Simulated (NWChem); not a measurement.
Species: C2H8Hf; SMILES [CH3][HfH2][CH3]

Computed with NWChem. All runs use the structure optimised with PBE-D3(BJ)/def2-SVP. No frequency run checked for a minimum. def2 effective core potentials on Hf; no spin-orbit coupling. Level M06-L/def2-SVP: energy and gradient on several grids; changes count from the extra-fine grid, which is no exact limit either.

```tsv
grid	size of the energy change (μHa)	largest change of a gradient component (μHa/bohr)	time, medium = 1 (rough)
xcoarse	20000	9000	about 1
coarse	500	900	about 1
medium	20	400	about 1
fine	< 10	50	about 1
xfine	< 10	< 30	2
```
